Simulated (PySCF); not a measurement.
F$_{5}$Mo (SMILES [F][Mo+]([F])([F])([F])[F]), charge +1, singlet, geometry from GFN2-xTB (such geometries of metal compounds can be far from the true shape) (the multiplicity is a formal guess) (all electrons, no relativity); BLYP/3-21G run with PySCF.

Here is a job for PySCF.
```python
from pyscf import gto, scf, dft

mol = gto.M(
    atom='''
Mo   -0.00000000    0.00000000    0.00000000
F     1.13923211   -0.67479094    1.06124415
F    -1.13923211    0.67479094   -1.06124415
F     0.19696813    1.53441364    0.76421247
F     0.99576562   -0.42956028   -1.34207718
F    -1.19273375   -1.10485336    0.57786471
''',
    basis='3-21g',
    charge=1,
    verbose=4,
)

mf = dft.RKS(mol)
mf.xc = 'blyp'
mf.kernel()
```

What the program printed (banner, timings and long lists left out):

```
PySCF version 2.14.0

[INPUT] verbose = 4
[INPUT] num. atoms = 6
[INPUT] num. electrons = 86
[INPUT] charge = 1
[INPUT] spin (= nelec alpha-beta = 2S) = 0
[INPUT] symmetry False subgroup None
[INPUT] Mole.unit = angstrom
[INPUT] Symbol           X                Y                Z      unit          X                Y                Z       unit  Magmom
[INPUT]  1 Mo     0.000000000000   0.000000000000   0.000000000000 AA    0.000000000000   0.000000000000   0.000000000000 Bohr   0.0
[INPUT]  2 F      1.139232110000  -0.674790940000   1.061244150000 AA    2.152836680210  -1.275170067938   2.005460794797 Bohr   0.0
[INPUT]  3 F     -1.139232110000   0.674790940000  -1.061244150000 AA   -2.152836680210   1.275170067938  -2.005460794797 Bohr   0.0
[INPUT]  4 F      0.196968130000   1.534413640000   0.764212470000 AA    0.372215820968   2.899621541397   1.444152269277 Bohr   0.0
[INPUT]  5 F      0.995765620000  -0.429560280000  -1.342077180000 AA    1.881724306058  -0.811751283191  -2.536158308229 Bohr   0.0
[INPUT]  6 F     -1.192733750000  -1.104853360000   0.577864710000 AA   -2.253940127025  -2.087870258205   1.092006038951 Bohr   0.0

nuclear repulsion = 745.468810935502
number of shells = 39
number of NR pGTOs = 156
number of NR cGTOs = 81
basis = 3-21g
ecp = {}

******** <class 'pyscf.dft.rks.RKS'> ********
method = RKS
initial guess = minao
damping factor = 0
level_shift factor = 0
DIIS = <class 'pyscf.scf.diis.CDIIS'>
diis_start_cycle = 1
diis_space = 8
diis_damp = 0
SCF conv_tol = 1e-09
SCF conv_tol_grad = None
SCF max_cycles = 50
direct_scf = True
direct_scf_tol = 1e-13
XC library pyscf.dft.libxc version 7.1.2
    S. Lehtola, C. Steigemann, M. J. T. Oliveira, and M. A. L. Marques,  SoftwareX 7, 1–5 (2018)
XC functionals = blyp
    A. D. Becke,  Phys. Rev. A 38, 3098 (1988)
    C. Lee, W. Yang, and R. G. Parr,  Phys. Rev. B 37, 785 (1988)
    B. Miehlich, A. Savin, H. Stoll, and H. Preuss,  Chem. Phys. Lett. 157, 200 (1989)
radial grids:
    Treutler-Ahlrichs [JCP 102, 346 (1995); DOI:10.1063/1.469408] (M4) radial grids

becke partition: Becke, JCP 88, 2547 (1988); DOI:10.1063/1.454033
pruning grids: <function nwchem_prune>
grids dens level: 3
symmetrized grids: False
atomic radii adjust function: <function treutler_atomic_radii_adjust>
small_rho_cutoff = 0
Set gradient conv threshold to 3.16228e-05
Initial guess from minao.
tot grids = 93752
init E= -4450.02408980349
  HOMO = -0.411332245010372  LUMO = -0.0568049595989772  gap/eV = 9.64718
cycle= 1 E= -4453.65937818718  delta_E= -3.64  |g|= 2.23  |ddm|= 2.94
  HOMO = -0.511028348368037  LUMO = -0.497074166540323  gap/eV = 0.37971
cycle= 2 E= -4441.34883659645  delta_E= 12.3  |g|= 6.87  |ddm|= 6.46
  HOMO = -0.581213141112539  LUMO = -0.47087520490662  gap/eV = 3.00245
cycle= 3 E= -4454.68415331437  delta_E= -13.3  |g|= 1.64  |ddm|= 5.29
  HOMO = -0.606468149020776  LUMO = -0.485128520142817  gap/eV = 3.30182
cycle= 4 E= -4454.57763795528  delta_E= 0.107  |g|= 1.82  |ddm|= 1.39
  HOMO = -0.623772909907091  LUMO = -0.474511362020114  gap/eV = 4.06161
cycle= 5 E= -4455.07805591041  delta_E= -0.5  |g|= 0.687  |ddm|= 0.973
  HOMO = -0.618493867702221  LUMO = -0.442887947918747  gap/eV = 4.77848
cycle= 6 E= -4455.1659523838  delta_E= -0.0879  |g|= 0.0721  |ddm|= 0.361
  HOMO = -0.624720227015176  LUMO = -0.451077820368792  gap/eV = 4.72505
cycle= 7 E= -4455.16354668848  delta_E= 0.00241  |g|= 0.131  |ddm|= 0.106
  HOMO = -0.626059734720432  LUMO = -0.451274262056621  gap/eV = 4.75615
cycle= 8 E= -4455.16624064323  delta_E= -0.00269  |g|= 0.049  |ddm|= 0.0798
  HOMO = -0.625405152249641  LUMO = -0.44778764250651  gap/eV = 4.83322
cycle= 9 E= -4455.16675296695  delta_E= -0.000512  |g|= 0.006  |ddm|= 0.0309
  HOMO = -0.625267394200886  LUMO = -0.447546608981386  gap/eV = 4.83603
cycle= 10 E= -4455.16675105108  delta_E= 1.92e-06  |g|= 0.00664  |ddm|= 0.00564
  HOMO = -0.625131998362957  LUMO = -0.447784101487703  gap/eV = 4.82588
cycle= 11 E= -4455.16676003142  delta_E= -8.98e-06  |g|= 0.000677  |ddm|= 0.00414
  HOMO = -0.625152067984348  LUMO = -0.447814181252274  gap/eV = 4.82561
cycle= 12 E= -4455.16676011589  delta_E= -8.45e-08  |g|= 0.000101  |ddm|= 0.000348
  HOMO = -0.62515880007927  LUMO = -0.447816841211853  gap/eV = 4.82572
cycle= 13 E= -4455.16676011799  delta_E= -2.1e-09  |g|= 7.11e-06  |ddm|= 7.37e-05
  HOMO = -0.625159167208665  LUMO = -0.447817026406892  gap/eV = 4.82573
cycle= 14 E= -4455.16676011799  delta_E= -3.64e-12  |g|= 2.11e-06  |ddm|= 5.63e-06
  HOMO = -0.625159291020219  LUMO = -0.4478170166446  gap/eV = 4.82573
Extra cycle  E= -4455.166760118  delta_E= -1.27e-11  |g|= 8.72e-06  |ddm|= 7.07e-06
converged SCF energy = -4455.166760118
```
